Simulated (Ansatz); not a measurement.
C$_{2}$H$_{8}$ClInS (`[CH3][In-]([CH3])([SH2+])[Cl]`) from Hartree–Fock to CCSD(T)

```xyz
13

C     1.4779    1.2489    1.2030
In    0.1685   -0.2415    0.4009
C     0.2537   -1.8562   -1.0041
S    -1.5827    1.5087   -1.0888
Cl   -1.7087   -0.5556    1.8862
H     2.0480    1.7374    0.4119
H     0.8862    1.9915    1.7383
H     2.1754    0.7889    1.9048
H     0.8703   -2.6638   -0.6063
H    -0.7537   -2.2394   -1.1680
H     0.6809   -1.5297   -1.9532
H    -2.1656    0.4818   -1.7296
H    -2.3501    1.3291    0.0050
```

Charge 0, multiplicity 1. Correlated methods include outer-core shells of In, which these sets cover unevenly. In: def2 effective core potential. The structure was optimised at the PBE0-D4/def2-TZVP level. It is one conformer, not always the lowest. Frozen core, restricted reference, Ansatz 0.2.0.

```csv
basis,HF (Eh),MP2 corr.
def2-SVP,-1126.35945,-0.66400
def2-TZVPP,-1126.75027,-1.04220
def2-QZVPP,-1126.77967,-1.29042
```

Problem. Estimate the CCSD correlation energy and the (T) correction in each basis where they were run (hartree).

Solution. 
```csv
basis,CCSD corr.,(T)
def2-SVP,-0.73514,-0.01979
```
